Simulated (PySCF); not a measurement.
## B²⁺ (boron, charge +2) across methods

[He] 3d1, 2D determinant (an excited configuration). Calculation: PySCF 2.14, in aug-cc-pwCVQZ (9s8p6d4f2g, 109 functions); no relativity, point nucleus.

```tsv
method	E (hartree)	mean ε 1s β (eV)	mean ε 1s α (eV)	mean ε 3d α (eV)	Σ⟨r²⟩ (bohr²)	⟨S²⟩
M06-L	-22.6141	-225.10	-225.09	-12.067	12.72	0.750
UHF	-22.48548	-250.54	-250.55	-13.587	14.51	0.750
M06	-22.5872	-229.50	-229.52	-12.475	13.19	0.750
LDA	-22.2623	-219.90	-219.91	-11.632	13.82	0.750
PBE0	-22.5234	-229.25	-229.27	-12.493	13.50	0.750
TPSSh	-22.5683	-226.74	-226.75	-12.173	13.30	0.750
r2SCAN	-22.5551	-225.04	-225.02	-11.878	13.49	0.750
```

**Question.** Estimate the same row for PBE.

**Answer.** E (hartree) = -22.5196; mean ε 1s β (eV) = -221.90; mean ε 1s α (eV) = -221.92; mean ε 3d α (eV) = -12.046; Σ⟨r²⟩ (bohr²) = 13.23; ⟨S²⟩ = 0.750.

The outer electron is Rydberg-like, and this basis confines it to a smaller radius and binds it less than a complete one would.
